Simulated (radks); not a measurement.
Question: These are the eigenvalues of the occupied orbitals of an atom or ion with whole-number occupations (hartree). All-electron calculation, Dirac Kohn-Sham, revPBE, spin-unpolarised, spherical densities, finite nucleus; Fermi nuclear charge, rms radius of each element as measured or else 0.836 A^(1/3) + 0.57 fm. Program: a radial shooting solver on a logarithmic mesh with Libxc functionals.

orbital  eigenvalue
1s1/2     -586.0220
2s1/2     -79.80739
2p1/2     -72.66912
2p3/2     -70.15526
3s1/2     -12.79754
3p1/2     -10.20545
3p3/2      -9.81988
3d3/2      -5.27445
3d5/2      -5.20709
4s1/2      -1.97560
4p1/2      -1.32044
4p3/2      -1.27428
5s1/2      -0.38471
5p1/2      -0.26138

Which element is it, and in what charge state? The configuration may be excited. Open shells, if any, fill j = l - 1/2 first.

Answer: Z = 38, strontium, charge +1: Sr+ in [Ar] 3d10 4s2 4p5 5s1 5p1. The list shows which subshells hold electrons but not how many an open one holds; the 1s level, -586.02 hartree, gives Z - s = 34.2 by -(Z - s)^2/2, which with screening and relativity narrows Z to a few neighbours, and the depths of the outer levels then fix element, charge and occupations together.
